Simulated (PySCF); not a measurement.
C₄H₂Au₂S₃, SMILES [Au][S]c1sc([S][Au])cc1, multiplicity 1.

Geometry: B3LYP-D3(BJ)/def2-SVP. The multiplicity is an assumed one; other spin states were not compared. The def2 effective core potentials stand for the cores of Au; spin–orbit coupling is left out. One conformer was computed; it need not be the lowest.

All values below come from PBE/def2-SVP in PySCF.

Symmetry labels are those of the subgroup C2 that the program uses (full group C2).

Computed valence orbital energies around the gap with their symmetry:
```
orbital  symmetry  energy (eV)
-------  --------  -----------
HOMO−7          A        -7.20
HOMO−6          B        -7.20
HOMO−5          A        -7.15
HOMO−4          B        -6.78
HOMO−3          B        -6.55
HOMO−2          A        -6.05
HOMO−1          B        -5.62
HOMO            A        -5.56
LUMO            B        -4.23
LUMO+1          A        -3.75
LUMO+2          B        -1.62
LUMO+3          B        -0.80
```
